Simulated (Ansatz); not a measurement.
Isolated molecules relaxed with PBE0-D4/def2-TZVP in Ansatz; ΔE leaves out vibrations. CCSD(T)/CBS is the MP2 limit (def2-TZVPP, def2-QZVPP) plus CCSD(T) − MP2 in def2-TZVPP, frozen cores. Each species was taken in one conformer, which may not be the lowest.

`O=C[N]([AlH2])[SiH3]` + `N[SiH2]F` → `F[SiH2][NH][AlH2]` + `O=CN[SiH3]`  (ligand exchange at the Al–N bond)

```csv
species,HF/def2-TZVPP energy (Eh)
`O=C[N]([AlH2])[SiH3]`,-701.66729
`N[SiH2]F`,-445.33539
`F[SiH2][NH][AlH2]`,-687.87025
`O=CN[SiH3]`,-459.14019
```

Work out ΔE.

ΔE = (-687.87025) + (-459.14019) − (-701.66729) − (-445.33539) = -0.00776 Eh = -4.9 kcal/mol. CCSD(T)/CBS gives -2.9 kcal/mol.

Largest T1 diagnostic among the species: 0.015.

In def2-TZVPP, CCSD(T) changes the Hartree–Fock value by +2.0 kcal/mol (the triples alone add +0.4 kcal/mol) and MP2 by +2.3 kcal/mol. The D4 term adds +0.9 kcal/mol with B3LYP and +0.5 kcal/mol with PBE0; it sums over pairs of atoms, weighted by their polarisabilities, and B3LYP, whose exchange is more repulsive, gets the larger term.

B3LYP here is the variant with VWN-RPA as its local correlation; programs differ in this.
